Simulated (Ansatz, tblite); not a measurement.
Removing and adding an electron: Sr3O3. Total charge 0; singlet. Geometry: PBE0-D4/def2-SVP. Ansatz, gas phase; energy differences of separate SCF runs; the oxidised species was run as a doublet alone; the reduced species was run as a doublet alone.

```xyz
6

Sr   -1.8111   -0.8916    1.3282
Sr   -0.2993    0.4460   -1.3887
Sr    2.1681    0.5287    0.9269
O     1.9647    0.4138   -1.1679
O    -0.0662    0.4889    1.0740
O    -1.9562   -0.9858   -0.7726
```

In the def2 sets Sr takes a core potential; there is no spin–orbit coupling. The xTB rows come from tblite. Correlated methods freeze 3 core orbitals; core or outer-core shells of Sr are correlated, in sets that lack core-valence functions. The rows differ in basis, and correlated rows in double-zeta sets carry the largest basis error. The structure comes from a short search, and lower isomers may exist.

```json
{"level": "GFN1-xTB", "−HOMO (eV)": "9.80", "vertical IE (eV)": "11.65", "−LUMO (eV)": "7.87", "vertical EA (eV)": "6.69", "HOMO–LUMO gap (eV)": "1.92", "IE − EA (eV)": "4.97", "remarks": "–"}
{"level": "GFN2-xTB", "−HOMO (eV)": "10.43", "vertical IE (eV)": "13.48", "−LUMO (eV)": "9.78", "vertical EA (eV)": "–", "HOMO–LUMO gap (eV)": "0.65", "IE − EA (eV)": "–", "remarks": "–"}
{"level": "HF/def2-SVP", "−HOMO (eV)": "–", "vertical IE (eV)": "3.76", "−LUMO (eV)": "–", "vertical EA (eV)": "–", "HOMO–LUMO gap (eV)": "–", "IE − EA (eV)": "–", "remarks": "–"}
{"level": "PBE-D4/def2-TZVP", "−HOMO (eV)": "3.27", "vertical IE (eV)": "5.73", "−LUMO (eV)": "1.77", "vertical EA (eV)": "–", "HOMO–LUMO gap (eV)": "1.49", "IE − EA (eV)": "–", "remarks": "–"}
{"level": "PBE-D4/def2-TZVPD", "−HOMO (eV)": "3.26", "vertical IE (eV)": "–", "−LUMO (eV)": "1.76", "vertical EA (eV)": "0.54", "HOMO–LUMO gap (eV)": "1.50", "IE − EA (eV)": "–", "remarks": "HOMO above zero (-1 doublet)"}
{"level": "r2SCAN-D4/def2-TZVP", "−HOMO (eV)": "3.25", "vertical IE (eV)": "5.55", "−LUMO (eV)": "1.32", "vertical EA (eV)": "–", "HOMO–LUMO gap (eV)": "1.93", "IE − EA (eV)": "–", "remarks": "–"}
{"level": "r2SCAN-D4/def2-TZVPD", "−HOMO (eV)": "3.24", "vertical IE (eV)": "–", "−LUMO (eV)": "1.29", "vertical EA (eV)": "0.46", "HOMO–LUMO gap (eV)": "1.95", "IE − EA (eV)": "–", "remarks": "HOMO above zero (-1 doublet)"}
{"level": "PBE0-D4/def2-TZVP", "−HOMO (eV)": "4.34", "vertical IE (eV)": "5.77", "−LUMO (eV)": "1.22", "vertical EA (eV)": "–", "HOMO–LUMO gap (eV)": "3.12", "IE − EA (eV)": "–", "remarks": "–"}
{"level": "PBE0-D4/def2-TZVPD", "−HOMO (eV)": "4.34", "vertical IE (eV)": "–", "−LUMO (eV)": "1.21", "vertical EA (eV)": "0.45", "HOMO–LUMO gap (eV)": "3.13", "IE − EA (eV)": "–", "remarks": "HOMO above zero (-1 doublet)"}
{"level": "MP2/def2-SVP", "−HOMO (eV)": "–", "vertical IE (eV)": "6.16", "−LUMO (eV)": "–", "vertical EA (eV)": "–", "HOMO–LUMO gap (eV)": "–", "IE − EA (eV)": "–", "remarks": "–"}
{"level": "CCSD/def2-SVP", "−HOMO (eV)": "–", "vertical IE (eV)": "5.54", "−LUMO (eV)": "–", "vertical EA (eV)": "–", "HOMO–LUMO gap (eV)": "–", "IE − EA (eV)": "–", "remarks": "large T1 (0.028) (singlet)"}
{"level": "CCSD(T)/def2-SVP", "−HOMO (eV)": "–", "vertical IE (eV)": "5.73", "−LUMO (eV)": "–", "vertical EA (eV)": "–", "HOMO–LUMO gap (eV)": "–", "IE − EA (eV)": "–", "remarks": "large T1 (0.028) (singlet)"}
```

Relaxing the reduced species (PBE0-D4/def2-SVPD) changes its energy by -0.04 eV at PBE0-D4/def2-TZVPD, so the adiabatic electron affinity to this nearest minimum is 0.49 eV. At PBE-D4/def2-TZVPD it is 0.59 eV. The highest occupied level of the relaxed charge -1 doublet lies above zero (up to 0.34 eV). By energy differences its removal costs 0.49 eV (each at its own geometry, to the charge 0 singlet, at PBE0-D4/def2-TZVPD); the vertical value is larger still, so the positive level points to self-interaction error.     A HOMO above zero means that the electron is unbound at that level or that self-interaction error raises the level; the energy of removing that electron tells which. Raw xTB energy differences between charge states are shifted by several eV; the methods need an empirical correction for them.
